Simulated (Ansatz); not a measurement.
Compare A (`BC[SiH]1CC1`) with its isomer B (`C=C([SiH3])BC`).

Gas-phase electronic energies from Ansatz, PBE0-D4/def2-TZVP geometries. CCSD(T)/CBS is the MP2 limit (def2-TZVPP, def2-QZVPP) plus CCSD(T) − MP2 in def2-TZVPP, frozen cores. Functionals use def2-TZVPP. B3LYP here is the variant with VWN-RPA as its local correlation; programs differ in this. One conformer a species, not always the lowest.

(1) Which isomer does CCSD(T)/CBS put lower? Give the gap. (Best estimate.)

(2) Give E(B) − E(A) in kcal/mol with B3LYP, B3LYP-D4, CCSD/def2-TZVPP, PBE-D4, HF/def2-TZVPP, B2PLYP, MP2/def2-TZVPP. (Estimate.)

Largest T1 diagnostic: 0.012.

Answers

(1) Ansatz gave: B, by 10.8 kcal/mol.

(2) Computed: B3LYP -13.4, B3LYP-D4 -13.2, CCSD/def2-TZVPP -12.4, PBE-D4 -5.3, HF/def2-TZVPP -22.5, B2PLYP -12.3, MP2/def2-TZVPP -8.4. None reverses the order clearly.

In def2-TZVPP, CCSD(T) changes the Hartree–Fock value by +11.2 kcal/mol (the triples alone add +1.0 kcal/mol) and MP2 by +14.1 kcal/mol.
